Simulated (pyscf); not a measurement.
**cyclic C₃H₅- (SMILES [CH-]1CC1), singlet**

Gas-phase minimum from PySCF at ωB97X-D3(BJ)/def2-SVPD, one conformer. cyclic C₃H₅- (SMILES [CH-]1CC1) lies 29.5 kcal/mol over its isomer H₂C=CH–CH₂⁻, and others may lie lower still (electronic energy, ωB97M-D3(BJ)). 

```
C
H 1 1.1031
H 1 1.1055 2 111.31
C 1 1.5095 2 119.01 3 -138.29
H 4 1.1031 1 119.01 2 0.00
H 4 1.1055 5 111.32 1 -138.30
C 1 1.5247 2 119.36 3 151.43
H 7 1.1100 1 108.34 2 -150.45
```
Charge -1, spin multiplicity 1.

Properties at ωB97X-D3(BJ)/def2-SVPD:

```json
{
  "harmonic_wavenumbers_unscaled": "756, 792, 823, 888, 911, 1002, 1030, 1124, 1148, 1194, 1221, 1459, 1491, 2955, 2993, 3008, 3035, 3052 cm⁻¹",
  "zero_point_energy": "41.3 kcal/mol",
  "rotational_symmetry_number": "1",
  "Entropy of this conformer at 298 K and 1 atm, rigid rotor and harmonic oscillator, modes under 100 cm⁻¹ raised to 100": "250.5 J/(mol K)",
  "dipole_moment": "depends on origin"
}
```

Single-point totals, which compare only within one level (frozen core for MP2 and CC):

```
level                    total energy (hartree)
-----------------------  ----------------------
ωB97X-D3(BJ)/def2-TZVPD              -117.32818
PBE/def2-TZVPD                       -117.10160
r²SCAN/def2-TZVPD                    -117.18635
B3LYP-D3(BJ)/def2-TZVPD              -117.27685
PBE0-D3(BJ)/def2-TZVPD               -117.11873
M06-2X/def2-TZVPD                    -117.20593
ωB97M-D3(BJ)/def2-TZVPD              -117.29683
HF/def2-TZVPPD                       -116.41505
MP2/def2-TZVPPD                      -116.94961
CCSD/def2-TZVPPD                     -116.97336
CCSD(T)/def2-TZVPPD                  -116.99936
```

The CCSD(T) − MP2 part came from Ansatz, without density fitting, on the same reference.
